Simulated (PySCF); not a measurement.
AlH7O2Si2, SMILES [OH][Al]([OH])[SiH2][SiH3].

Geometry optimised at B3LYP-D3(BJ)/def2-SVP. The structure was generated by enumeration; whether it is a known compound was not checked. The values are those of a single conformer.

All values below come from PBE/def2-TZVP run with PySCF.

Symmetry labels are those of the subgroup Cs that the program uses (full group Cs).

Task: List the valence orbital energies around the gap with their symmetry. (Estimate from the structure and the level; the computed values follow.)

Result: 
| orbital | symmetry | energy (eV) |
|---|---|---|
| HOMO−7 | A' | -8.54 |
| HOMO−6 | A' | -8.45 |
| HOMO−5 | A" | -8.08 |
| HOMO−4 | A' | -7.85 |
| HOMO−3 | A" | -7.39 |
| HOMO−2 | A' | -7.37 |
| HOMO−1 | A" | -7.34 |
| HOMO | A' | -6.71 |
| LUMO | A' | -1.66 |
| LUMO+1 | A' | -1.17 |
| LUMO+2 | A" | -0.72 |
| LUMO+3 | A' | -0.13 |
